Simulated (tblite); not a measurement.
Compound: C2H10OSi2.
Bonds: O1–C2, C2–C3, C3–Si4, C3–Si5. Hydrogens: H6 on O1; H7, H8 on C2; H9 on C3; H10, H11, H12 on Si4; H13, H14, H15 on Si5.

Computed with GFN2-xTB (tblite), gas phase: nudged elastic band of 9 images (0 to 8), spring 0.2 eV/Å², climbing image at the end, force threshold 0.05 eV/Å. No saddle search or frequency run followed, so the top image need not be a first-order saddle, and its height can exceed the method's true barrier by a kcal/mol or more.

The band describes a rotation about C2–C3 (carbinol carbon (C–OH), sp3 carbon bound to silicon), followed by the dihedral O1–C2–C3–Si4, from the optimised start (41°) to a second optimised geometry at 171°.

**Question.** How does the energy change from image to image?

**Answer.** 
| image | dihedral (°) | E (kcal/mol) | C2–C3 (Å) | O1···Si4 (Å) | largest true force (eV/Å) |
| --- | --- | --- | --- | --- | --- |
| 0 | 41 | 0.00 | 1.523 | 2.89 | 0.01 |
| 1 | 57 | 0.48 | 1.524 | 3.11 | 0.04 |
| 2 | 73 | 1.72 | 1.529 | 3.32 | 0.06 |
| 3 | 89 | 3.21 | 1.536 | 3.53 | 0.06 |
| 4 | 106 | 4.11 | 1.541 | 3.72 | 0.04 |
| 5 | 123 | 3.86 | 1.541 | 3.88 | 0.05 |
| 6 | 140 | 2.70 | 1.537 | 4.00 | 0.05 |
| 7 | 157 | 1.53 | 1.531 | 4.08 | 0.04 |
| 8 | 171 | 1.00 | 1.529 | 4.12 | 0.01 |

Barriers of this band. The top is image 4 at 106°: 4.11 kcal/mol forward and 3.11 kcal/mol back; the end lies 1.00 kcal/mol above the start. The central bond is 0.018 Å longer at the top than at the start.

**Question.** What rate follows at 200 K for crossing this barrier forward?

**Answer.** Taking the electronic barrier for the free energy of activation (no zero-point or entropy terms, transmission 1), rate = (kT/h)·exp(−ΔE/kT) ≈ 1 × 10^8 s⁻¹, whose inverse is 7 × 10^-9 s. An error of 1 kcal/mol in the barrier changes this by a factor of 12, and the method and the loose band can each miss by that much or more.

**Question.** How would the two end points share their population at 200 K, from these energies alone?

**Answer.** exp(−ΔE/kT) with ΔE = 0.043 eV gives 0.082 for the higher one (end) against 1 for the lower, without vibrational, rotational or degeneracy terms. GFN2-xTB can put conformers this close in the wrong order.

**Question.** How long is the path, and how are the images spaced?

**Answer.** Cartesian distances between aligned neighbours (all atoms, Å): 0.67, 0.68, 0.69, 0.70, 0.68, 0.69, 0.73, 0.90; the sum is 5.72 Å, and the top lies 48 % of the way along.

What follows is the cost of the whole band run. The run took 2.3 s on one thread, Arm Neoverse V1 (aarch64), no GPU, on a shared host, and the process peaked at 0.18 GiB of memory.
